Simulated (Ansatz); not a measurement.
The cluster Ti₄S₃⁺ (the lowest doublet isomer of a short search) was relaxed with PBE-D4 (def2-SVP) in Ansatz in these states: charge +1 doublet, charge +1 quartet. The geometries follow in no particular order.

A:

Cartesian coordinates in Å:
```
Ti 0.3684 1.3283 1.0545
Ti 1.5450 -0.7512 0.2682
Ti -1.2309 -0.7088 0.0406
Ti 0.5618 0.8504 -1.4052
S -0.0308 -0.7883 2.0287
S -1.4667 1.5573 -0.4183
S 0.2532 -1.4876 -1.5685
```

B:

```
atom   x (Å)   y (Å)   z (Å)
 Ti1  -0.266   0.674   1.554
 Ti2  -0.605   1.505  -0.778
 Ti3   1.106  -0.727  -0.198
 Ti4  -1.424  -0.924  -0.281
  S5   1.521   1.562   0.310
  S6  -0.158  -1.703   1.570
  S7  -0.175  -0.387  -2.176
```

Judge from the bond lengths which geometry belongs to which state (an estimate).

A is the charge +1 doublet (Ti3–Ti4 2.781 Å, Ti1–Ti4 2.513 Å, Ti1–Ti3 2.781 Å); B is the charge +1 quartet (Ti3–Ti4 2.540 Å, Ti1–Ti4 2.694 Å, Ti1–Ti3 2.629 Å).

At PBE0-D4/def2-TZVP a quartet lies 0.12 eV below the charge +1 doublet. These are the stationary points nearest to one start from a short search; other shapes may lie lower in each state.
